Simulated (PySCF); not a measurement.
TeS: everyday levels beside a composite calculation

PySCF; the state is a triplet (π ↑↑). The composite is CCSD(T) extrapolated to the basis-set limit from two correlation-consistent sets, with core-valence (CV) and scalar-relativistic (SR) terms as its label shows; it has no spin–orbit coupling and nothing beyond (T). Here it is CCSD(T)/CBS(TQ). It gives Re = 2.236 Å, ωe = 482 cm⁻¹ and De = 3.57 eV to Te + S.

```tsv
level	basis	relativity	Re (Å)	ωe (cm⁻¹)	De (eV)
UHF-CCSD	def2-SVPD	scalar-relativistic core potentials	2.272	465	2.67
ROHF-CCSD	def2-TZVPP	scalar-relativistic core potentials	2.221	497	3.01
UHF-CCSD(T)	def2-SVPD	scalar-relativistic core potentials	2.288	446	2.91
ROHF-CCSD(T)	def2-TZVPP	scalar-relativistic core potentials	2.236	477	3.32
PBE	def2-TZVPP	scalar-relativistic core potentials	2.251	461	4.08
r²SCAN	cc-pVDZ-PP/cc-pV(D+d)Z	scalar-relativistic core potentials	2.253	471	3.68
r²SCAN	x2c-SVPall	spin-free X2C	2.258	469	3.64
r²SCAN0	x2c-SVPall	spin-free X2C	2.234	495	3.29
BHandHLYP	def2-SVPD	scalar-relativistic core potentials	2.243	493	2.93
CAM-B3LYP	def2-TZVPP	scalar-relativistic core potentials	2.215	503	3.40
```

Q: Give the difference of each row from the composite.

A: 

```
       level                   basis  ΔRe (pm)  Δωe (%)  ΔDe (eV)
    UHF-CCSD               def2-SVPD      +3.6     -3.5     -0.90
   ROHF-CCSD              def2-TZVPP      -1.5     +3.1     -0.56
 UHF-CCSD(T)               def2-SVPD      +5.2     -7.5     -0.66
ROHF-CCSD(T)              def2-TZVPP      +0.0     -1.0     -0.25
         PBE              def2-TZVPP      +1.5     -4.4     +0.51
      r²SCAN  cc-pVDZ-PP/cc-pV(D+d)Z      +1.7     -2.3     +0.11
      r²SCAN              x2c-SVPall      +2.2     -2.7     +0.07
     r²SCAN0              x2c-SVPall      -0.2     +2.7     -0.28
   BHandHLYP               def2-SVPD      +0.7     +2.3     -0.64
   CAM-B3LYP              def2-TZVPP      -2.1     +4.4     -0.17
```

Q: Which rows come closest in De?

A: r²SCAN in x2c-SVPall (+0.07 eV), counted from the composite.

Correlated steps freeze the inner cores (9 to 14 orbitals); shallow outer-core shells are correlated. Correlated levels converge slowly with the basis: in double zeta they bind strong bonds too weakly, by up to about 1 eV, and carry superposition errors of some tenths. Spin–orbit coupling is left out, which matters for elements this heavy, above all for dissociation energies. The state was picked by a PBE0 search and need not be the measured ground state.
